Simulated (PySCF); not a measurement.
## From a computed spectrum to the compound

A species of 3 atoms with charge 2 has these harmonic modes (PBE0, small Gaussian bases with core potentials, PySCF 2.14.0):

| cm⁻¹ | km/mol | symmetry |
| --- | --- | --- |
| 526 | 3.7 | πu |
| 526 | 3.7 | πu |
| 1559 | 0.0 | σg+ |
| 1610 | 18.0 | σu+ |

Question: Which species is it, and in which structure?

Answer: [CeH2]2+ (singlet):
```xyz
3

Ce    0.0000    0.0000    0.0000
H     1.8673    0.0000    0.0000
H    -1.8673    0.0000    0.0000
```
Ideal gas at 298.15 K and 1 bar: S = 215.3 J/(mol K), Cp = 39.5 J/(mol K), H − H(0 K) = 9.8 kJ/mol (rigid rotor, harmonic modes, spin degeneracy alone). 
 Other answers can fit too; this one was computed.
